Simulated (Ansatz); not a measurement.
## What each rung costs, and what it gives

Saddle point of Si2H5SBr, closed shell (Si₂H₅SBr ([SiH3][SiH]([SH])[Br]) → Si₂H₄S ([SiH3][SiH][S]) + HBr; bonds formed: Br2–H4; bonds broken: Si1–Br2, S3–H4), PBE0-D4/def2-TZVP structure:

| atom | x (Å) | y (Å) | z (Å) |
| --- | --- | --- | --- |
| Si1 | -0.9342 | -0.4059 | -0.1502 |
| Br2 | 1.1268 | -1.8533 | -1.4219 |
| S3 | -1.3312 | -1.9195 | 1.0676 |
| H4 | 0.2767 | -2.3415 | -0.2844 |
| H5 | -1.6997 | -0.1846 | -1.4103 |
| Si6 | 0.4369 | 1.3964 | 0.4507 |
| H7 | 0.9785 | 2.0533 | -0.7675 |
| H8 | 1.5354 | 0.8832 | 1.3041 |
| H9 | -0.3893 | 2.3717 | 1.2118 |

Barriers are electronic and count from the start structure reached by relaxing down the imaginary mode.

Computed with Ansatz 0.2.0 (basis: as named in each row); correlated methods freeze the cores. Filled d shells of the heavier atoms are correlated. The def2 sets are not built for correlating such inner shells, so the correlated values are less sure here. B3LYP uses VWN-RPA correlation. Extrapolation: Hartree–Fock as exp(−7.88 √X), correlation as X^−2.97.

Times are rough, for one single point on 8 threads of a shared host (Arm Neoverse V1).

The estimate by CCSD(T) at an estimated basis limit (MP2 extrapolated from triple and quadruple zeta, plus CCSD(T) − MP2 in triple zeta) is 2.082 eV.

```
      method       basis  time (s)  barrier (eV)  method less estimate
          HF      STO-3G   under 1         4.494                 2.413
      PBE-D4      STO-3G   under 1         3.113                 1.031
       SPW92    def2-SVP   under 1         1.787                -0.295
      PBE-D4    def2-SVP   under 1         1.822                -0.260
    B3LYP-D4       6-31G   under 1         1.880                -0.202
     PBE0-D4    def2-SVP   under 1         2.025                -0.056
       SPW92  def2-TZVPP   under 1         1.798                -0.283
      PBE-D4  def2-TZVPP         1         1.836                -0.245
     BLYP-D4  def2-TZVPP         1         1.822                -0.259
    B3LYP-D4  def2-TZVPP         2         1.993                -0.089
    BHLYP-D4  def2-TZVPP         2         2.211                 0.130
     PBE0-D4  def2-TZVPP         2         2.035                -0.047
CAM-B3LYP-D4  def2-TZVPP         2         2.125                 0.044
   r2SCAN-D4  def2-TZVPP         3         1.995                -0.086
  RPA on PBE  def2-TZVPP         3         2.044                -0.037
     CCSD(T)    def2-SVP         3         2.154                 0.073
     wB97M-V    def2-SVP         4         2.095                 0.013
  r2SCAN0-D4  def2-TZVPP         4         2.121                 0.039
      B2PLYP  def2-TZVPP         4         2.049                -0.033
    PBE-QIDH  def2-TZVPP         4         2.148                 0.066
     wB97X-V  def2-TZVPP         6         2.203                 0.121
      B97M-V  def2-TZVPP         7         2.028                -0.054
     wB97M-V  def2-TZVPP         7         2.107                 0.025
         MP2  def2-QZVPP        13         2.061                -0.020
     CCSD(T)  def2-TZVPP        90         2.087                 0.005
```

All methods are single points on the PBE0-D4 structures.

The T1 diagnostic stays at or below 0.015.

Labels in which every atom is bracketed show which atoms are joined, not bond orders.
